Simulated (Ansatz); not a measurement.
Mulliken charges of `CB(C)F` from PBE/def2-TZVPP in Ansatz (PBE0-D4/def2-TZVP geometry).

```tsv
atom	x (Å)	y (Å)	z (Å)	charge (e)
C1	-0.809	0.997	-0.527	-0.364
B2	-0.100	-0.388	-0.387	0.302
C3	0.889	-0.777	0.758	-0.364
F4	-0.358	-1.312	-1.319	-0.210
H5	-0.212	1.820	-0.127	0.103
H6	-1.728	0.967	0.074	0.106
H7	-1.107	1.224	-1.553	0.110
H8	1.900	-0.487	0.442	0.106
H9	0.914	-1.852	0.951	0.110
H10	0.695	-0.241	1.690	0.102
```

Question: By hand: the dipole of these point charges (1 e Å = 4.8032 D).

Answer: Σ q r = (0.062, 0.223, 0.224) e Å, of length 0.322 e Å = 1.55 D.

Question: How does the dipole of the full density compare? (Best estimate.)

Answer: Computed: (0.053, 0.186, 0.188) e Å, 1.30 D; the point charges give 1.19 times that, at 0° from its direction.

Point charges leave out the atoms' own dipoles, such as those of lone pairs, and Mulliken's split depends on the basis, so the two needn't agree.
